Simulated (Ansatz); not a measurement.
Basis sets compared for [Nd(H2O)6]3+ (NdO₆H₁₂³⁺). Total charge 3; quartet. Geometry r2SCAN-D4/def2-SVP. Ansatz on 4 threads of Intel Xeon on a shared host; times are rough, and most runs start from earlier orbitals.

```tsv
atom	x (Å)	y (Å)	z (Å)
Nd1	0.0003	0.0018	0.0015
O2	1.3903	-1.0305	-1.6837
H3	1.8804	-1.8761	-1.6292
H4	1.5959	-0.7010	-2.5822
O5	-1.3916	1.0316	1.6870
H6	-1.5911	0.7053	2.5880
H7	-1.8889	1.8728	1.6299
O8	1.9256	1.1787	0.8652
H9	2.8506	1.1407	0.5470
H10	1.9643	1.8061	1.6155
O11	-1.9263	-1.1746	-0.8605
H12	-1.9679	-1.7968	-1.6150
H13	-2.8494	-1.1412	-0.5367
O14	0.4559	-1.8371	1.5012
H15	-0.0451	-2.6716	1.6046
H16	1.1859	-1.9235	2.1476
O17	-0.4535	1.8331	-1.5081
H18	-1.1797	1.9131	-2.1596
H19	0.0443	2.6694	-1.6124
```

In the def2 sets Nd takes a core potential; there is no spin–orbit coupling. With an open 4f shell the SCF may have ended on a state above the lowest.

```csv
level,functions,energy (Eh),HOMO (eV),LUMO (eV),wall time
PBE-D4/def2-SVP,222,-1018.2582,-19.50,-18.04,38 s
PBE0-D4/def2-SVP,222,-1018.2420,-22.42,-15.54,86 s
```

(1) Estimate the rows for PBE-D4/def2-TZVP, PBE0-D4/def2-TZVP (with forces).

Answers

(1) 
| level | functions | energy (Eh) | HOMO (eV) | LUMO (eV) | wall time |
| --- | --- | --- | --- | --- | --- |
| PBE-D4/def2-TZVP | 351 | -1018.8226 | -19.63 | -18.16 | 62 s |
| PBE0-D4/def2-TZVP (with forces) | 351 | -1018.7972 | -22.56 | -15.54 | 2.7 min |
